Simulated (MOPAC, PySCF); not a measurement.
Complex: H2S (SMILES S) (first 3 atoms) with CH5N (SMILES CN); geometry from B3LYP-D3(BJ)/def2-TZVP, rigid monomers moved along the line of their centres of mass till H2···N5 is 3.72 Å.
(charge 0, multiplicity 1):
```
atom    x (Å)    y (Å)    z (Å)
----  -------  -------  -------
S      0.2986   0.1311  -0.1314
H      0.5133   0.2579   1.2085
H      0.5767  -1.1820  -0.1245
C     -0.8745  -0.4138   5.2870
N      0.3312   0.3362   4.9276
H     -0.7629  -1.4475   4.9581
H     -1.7271   0.0051   4.7519
H     -1.1058  -0.4177   6.3587
H      1.1518  -0.0487   5.3796
H      0.2576   1.3050   5.2146
```

Interaction energies are E(AB) − E(A) − E(B) at the monomers' geometry in the complex; basis-set methods are counterpoise corrected. Rows marked so take none.

Rows in 6-31G*, STO-3G carry no dispersion term and start afresh at each structure (6-31G* with six Cartesian d functions). The state that PM7 reach isn't checked; PM7 holds dispersion and hydrogen-bond terms.

The values were computed with MOPAC for PM7 (differences of heats of formation); PySCF for 6-31G* rows, STO-3G rows. Values without a source in brackets are computed.

### Question
One of these levels gives -1.11 kcal/mol for the interaction energy. Name it.
A) PM7
B) HF/6-31G* (no counterpoise)
C) HF/STO-3G (no counterpoise)

### Answer
B, HF/6-31G* (no counterpoise). The others give -1.59 (PM7), -0.44 (HF/STO-3G (no counterpoise))
